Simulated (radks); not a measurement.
Valence configurations of Sn I (all share [Kr]). Calculated with a radial shooting solver on a logarithmic mesh with Libxc functionals: scalar-relativistic Kohn-Sham, PBEsol, spin-unpolarised, spherical densities, point nucleus. Energies are relative to 4d10 5s2 5p2; eigenvalues in eV.

| valence | E (eV) | e(4d) | e(5p) | e(5s) |
|---|---|---|---|---|
| 4d10 5s2 5p2 | 0.000 | -25.792 | -3.709 | -10.595 |
| 4d10 5s1 5p3 | 7.009 | -27.273 | -4.336 | -11.464 |
| 4d10 5p4 | 14.247 | -28.654 | -4.902 | - |
| 4d9.5 5s2 5p2.5 | 11.619 | -28.670 | -4.267 | -11.580 |
| 4d9.5 5s1 5p3.5 | 19.045 | -30.076 | -4.857 | -12.393 |
| 4d8 5s2 5p4 | 53.456 | -37.253 | -5.852 | -14.340 |
| 4d10 5s1.5 5p2.5 | 3.474 | -26.547 | -4.032 | -11.042 |
| 4d9 5s2 5p3 | 24.399 | -31.536 | -4.807 | -12.528 |
| 4d9.5 5s1.5 5p3 | 15.304 | -29.385 | -4.569 | -11.996 |
| 4d8.5 5s2 5p3.5 | 38.344 | -34.396 | -5.334 | -13.446 |

NIST lists [Kr] 4d10 5s2 5p2 as the ground configuration; this level of theory agrees among the configurations tried. The energies are those of spherical spin-averaged densities, not of single terms.
